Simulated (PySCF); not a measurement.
**Stretching CsCa**

Set-up: Cs def2-SVP with ECP46, Ca def2-SVP; scalar-relativistic core potentials (PySCF 2.14). Energies in eV from Cs + Ca in their ground configurations at the same level. All curves are PBE0. state 1: ²Σ⁺ (doublet), unpaired electrons σ ↑; state 2: doublet, unpaired electrons π ↑, a second solution, started from another occupation; state 3: ⁴Π (quartet), unpaired electrons σ ↑↑, π ↑, a second solution, started from another occupation.

| R (Å) | state 1 | state 2 | state 3 |
| --- | --- | --- | --- |
| 4.055 | -0.0907 | 0.4323 | 1.3785 |
| 4.244 | -0.1525 | 0.4686 | 1.3735 |
| 4.432 | -0.1852 | 0.5249 | 1.3923 |
| 4.574 | -0.1961 | 0.5757 | 1.4179 |
| 4.715 | -0.1985 | 0.6308 | 1.4507 |
| 4.856 | -0.1949 | 0.6882 | 1.4886 |
| 5.045 | -0.1837 | 0.7654 | 1.5443 |
| 5.281 | -0.1637 | 0.8582 | 1.6168 |
| 5.564 | -0.1365 | 0.9582 | 1.7010 |
| 5.941 | -0.1011 | 1.0654 | 1.7978 |

Problem. Put a parabola through the three lowest points of the state 1 curve and estimate Re, k and ωe (reduced mass 30.72 u; 1 eV/Å² = 0.16022 mdyn/Å; ωe = 1302.8·√(k/μ) cm⁻¹).

Solution. Through R = 4.574, 4.715, 4.856 Å the second-order coefficient is 0.151 eV/Å², so Re ≈ 4.701 Å, k ≈ 0.0484 mdyn/Å and ωe ≈ 52 cm⁻¹. A polynomial fit of higher order to the unrounded PBE0 energies gives Re = 4.694 Å, k = 0.0510 mdyn/Å, ωe = 53.1 cm⁻¹; anharmonicity and rounding make the difference.

The higher-order fit for each curve: state 1: Re = 4.694 Å, ωe = 53.1 cm⁻¹, De = 0.199 eV; state 3: Re = 4.182 Å, ωe = 80.6 cm⁻¹, minimum 1.37 eV above the ground-state fragments. State 2 gave no clean fit.

The bond is weak. Basis-set superposition, not corrected here, can be much of De in a small basis, most of all at correlated wavefunction levels. Functionals without a dispersion term scatter widely for such bonds, and LDA overbinds them. Spin–orbit coupling is left out. The state was picked by a PBE0 search and need not be the measured ground state.
